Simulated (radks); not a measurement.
Spherical quantum dot in the effective-mass picture: electrons in a well V = -V0 / (1 + exp((r - R)/a)) with V0 = 25.3, R = 2.55, a = 0.17, with a point charge +1 (a donor) at the centre, all in effective atomic units (hartree* = m*/eps^2 hartree, bohr* = eps/m* bohr), one dielectric constant everywhere. Method: non-relativistic Kohn-Sham, LDA (Slater exchange, Perdew-Wang correlation), spin-polarised, spherical densities; computed with a radial shooting solver with Libxc functionals. Levels are named by radial order and angular momentum (1s, 1p, 1d, 2s, ...), and open shells are averaged over m. Results are scaled to m* = 0.228 and eps = 15.3, for which hartree* = 26.5 meV and bohr* = 3.551 nm.

N = 3, configuration 1s2 1p(up 1, down 0). This is the lowest configuration that the search found. Occupied and some empty levels:

level,occupation,eigenvalue (meV),<r> (nm)
1s up,1,-631.17,3.886
1s down,1,-629.37,3.856
1p up,1,-603.19,5.045
1p down,0,-601.03,5.044
1d up,0,-573.20,5.610
2s up,0,-571.09,4.397
1d down,0,-571.03,5.616
2s down,0,-569.67,4.417
1f up,0,-538.34,6.004
1f down,0,-536.25,6.012

Energy (meV): total -1941.96, kinetic 85.776, external -2082.5, Hartree 88.742, exchange-correlation -33.972.
